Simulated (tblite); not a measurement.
C5H9NOSi.
Geometry (GFN2-xTB, Å), atoms numbered from 1 in this order:
```
atom  x, y, z in Å
N1     3.5267    0.1867    0.1886
C2     2.5084   -0.3151    0.3290
C3     1.2103   -0.9221    0.4693
C4     0.2507   -0.4002   -0.6110
C5     0.0060    1.1057   -0.4668
C6    -1.1242    1.2937    0.5468
O7    -2.0762    0.2658    0.3772
Si8   -1.5322   -1.0700   -0.3825
H9     1.3251   -2.0063    0.3838
H10    0.8268   -0.6956    1.4683
H11    0.6931   -0.6094   -1.5865
H12    0.9010    1.6476   -0.1577
H13   -0.3218    1.5038   -1.4287
H14   -1.6343    2.2510    0.4130
H15   -0.7444    1.2481    1.5738
H16   -2.2329   -1.2564   -1.6462
H17   -1.5891   -2.2151    0.5195
```

Computed with GFN2-xTB (tblite): harmonic, unscaled wavenumbers at the GFN2-xTB geometry, gas phase. Errors from tens to a few hundred cm⁻¹ against measured bands are possible. Modes of hydrogen on silicon can be 10 to 20 % off. One conformer, not necessarily the lowest.

Harmonic wavenumbers (cm⁻¹): 57.9, 100.6, 132.3, 189.3, 232.5, 337.2, 385.6, 470.5, 476.6, 517.1, 573.4, 594.6, 676.1, 762.6, 782.2, 817.1, 843.9, 894.2, 943.6, 981.6, 1017.5, 1062.5, 1079.0, 1113.7, 1146.7, 1148.0, 1194.3, 1215.9, 1270.4, 1311.4, 1320.3, 1329.6, 1429.1, 1480.3, 1497.1, 2301.3, 2327.2, 2407.4, 2911.4, 2951.2, 2960.2, 2965.3, 2972.3, 2984.2, 2993.0.

A = 3715, B = 1089, C = 937.4 MHz; mass 127.045 u (most abundant isotopes); point group C1, symmetry number 1.

Q: Zero-point energy?

A: Half the sum of the wavenumbers: 28579 cm⁻¹ = 81.71 kcal/mol.

Q: Entropy at 298.15 K, 1 bar (ideal gas, RRHO, classical rotation)?

A: Translation 40.46, rotation 28.83, vibration 22.39: S = 91.7 cal/(mol K).

Q: And Cp and H(298.15 K) − H(0)?

A: Cp = 34.29 cal/(mol K), of which vibrations give 26.34 (their classical limit is 45 R = 89.4); H(298.15 K) − H(0) = 6.06 kcal/mol without the zero-point energy, 3.69 from vibrations.

Q: How do the functions run with temperature in this model?

A: 
```tsv
T (K)	S (cal/(mol K))	Cp (cal/(mol K))	H − H(0) (kcal/mol)	G − H(0) (kcal/mol)	ln q(vib)
100	66.4	15.9	1.16	-5.49	1.12
200	80.1	24.6	3.17	-12.84	3.04
300	91.9	34.5	6.12	-21.44	5.08
500	113.7	51.6	14.83	-42.05	9.38
800	141.8	67.6	32.93	-80.52	15.84
1000	157.7	74.4	47.17	-110.51	19.90
```

q(vib) and H(0) count from the zero-point level.

Q: Blend soft modes into free rotors: weight 1/[1 + (100 cm⁻¹/ν̃)⁴] for the oscillator and the rest for a rotor with moment μB/(μ + B), μ = h/(8π²ν), B = 10⁻⁴⁴ kg m². What vibrational entropy results?

A: 21.02 cal/(mol K) in place of 22.39, which changes −T·S at 298.15 K by +0.41 kcal/mol.

Q: Which modes carry the vibrational entropy at 298.15 K?

A: 57.9 cm⁻¹: 4.53; 100.6 cm⁻¹: 3.44; 132.3 cm⁻¹: 2.91; 189.3 cm⁻¹: 2.23; 232.5 cm⁻¹: 1.86; 337.2 cm⁻¹: 1.23 cal/(mol K); the other 39 give 6.19 together.

Hindered rotation and anharmonicity are outside this model. Other conformers, if any are populated, would add a mixing term that is left out. The structure is chiral; the term R ln 2 for an equal mix with its mirror image is left out.

The run took 0.98 s on an Arm Neoverse N1 with one thread, shared host. This covers the Hessian and the dipole derivatives.
